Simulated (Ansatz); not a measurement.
`C[SiH2][SiH](O)O` + `CSC(N)F` → `C[SiH2]C(N)F` + `CS[SiH](O)O`  (formal exchange of groups at the Si–Si bond)

Gas-phase electronic energies from Ansatz, PBE0-D4/def2-TZVP geometries. CBS: MP2 limit from def2 TZ/QZ plus the TZ coupled-cluster correction, frozen cores. DFT in def2-TZVPP. B3LYP here is the variant with VWN-RPA as its local correlation; programs differ in this. One conformer a species, not always the lowest.

Is it downhill or uphill in electronic energy at CCSD(T)/CBS, and by how much? (Best estimate.)

The calculation gave: Downhill: ΔE = -96.8 kJ/mol.

What do these levels give: r2SCAN-D4, PBE0-D4, B3LYP-D4, ωB97M-V, PBE, PBE0, HF/def2-TZVPP, SCS-MP2/def2-TZVPP, CCSD(T)/def2-TZVPP, HF/def2-QZVPP, SCS-MP2/def2-QZVPP, HF/CBS(def2)? (Estimate.)

The calculation gave: r2SCAN-D4 -95.3, PBE0-D4 -89.3, B3LYP-D4 -94.9, ωB97M-V -100.3, PBE -83.3, PBE0 -87.9, HF/def2-TZVPP -100.5, SCS-MP2/def2-TZVPP -99.6, CCSD(T)/def2-TZVPP -95.2, HF/def2-QZVPP -100.8, SCS-MP2/def2-QZVPP -100.8, HF/CBS(def2) -100.9 kJ/mol.

Largest T1 diagnostic among the species: 0.012.

From PBE to PBE0 (25 % exact exchange), in def2-TZVPP and without D4, ΔE moves by −4.5 kJ/mol.
